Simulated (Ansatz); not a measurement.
H$_{5}$NSSi$_{2}$Zn, SMILES `N[SiH]1[SiH2][S][Zn]1`, 10 atoms. Total charge 0; spin multiplicity 1. For Zn the d shell is correlated and the shells below it are frozen. Scalar relativity is left out up to krypton. All runs use 4 threads of an Arm Neoverse V2 on a shared host. Correlated methods freeze the cores.

Task: Give the basis size and wall time and peak host memory of each of these runs in Ansatz. RHF-CCSD(T) with 3s3p of Cu, Zn/def2-TZVPP energy; RKS r2SCAN-D4/def2-TZVPP energy and forces; RKS PBE0-D4/def2-SVP energy; RKS revPBE-D4/def2-TZVPP energy; RHF-CCSD(T) with 3s3p of Cu, Zn/def2-SVP energy; RKS PBE0-D4/def2-TZVP relaxation (15 steps); RKS ωB97M-V/def2-QZVPP energy; RKS SPW92 (LDA)/def2-TZVPP energy; RKS PBE0-D4/def2-QZVPP energy; RKS B3LYP-D4/def2-TZVPP energy and forces; direct RPA on PBE orbitals with 3s3p of Cu, Zn/def2-TZVPP energy; RKS ωB97M-V/def2-SVP energy. (Best estimate.)

Result: The calculation gave: Other jobs shared the machine, so times are rough.

```tsv
level	job	functions	wall time	peak host memory (GiB)
RKS PBE0-D4/def2-SVP	energy	124	2 s	0.53
RKS SPW92 (LDA)/def2-TZVPP	energy	291	2.4 s	0.5
RKS revPBE-D4/def2-TZVPP	energy	291	3.9 s	0.5
RHF-CCSD(T) with 3s3p of Cu, Zn/def2-SVP	energy	124	7.5 s	0.58
direct RPA on PBE orbitals with 3s3p of Cu, Zn/def2-TZVPP	energy	291	8 s	0.77
RKS ωB97M-V/def2-SVP	energy	124	9 s	0.53
RKS r2SCAN-D4/def2-TZVPP	energy and forces	291	10 s	0.55
RKS B3LYP-D4/def2-TZVPP	energy and forces	291	11 s	1.2
RKS PBE0-D4/def2-QZVPP	energy	517	17 s	2.9
RKS ωB97M-V/def2-QZVPP	energy	517	37 s	2.9
RKS PBE0-D4/def2-TZVP	relaxation (15 steps)	220	87 s	0.83
RHF-CCSD(T) with 3s3p of Cu, Zn/def2-TZVPP	energy	291	4.7 min	8.1
```

B3LYP here is the variant with VWN-RPA as its local correlation; programs differ in this.
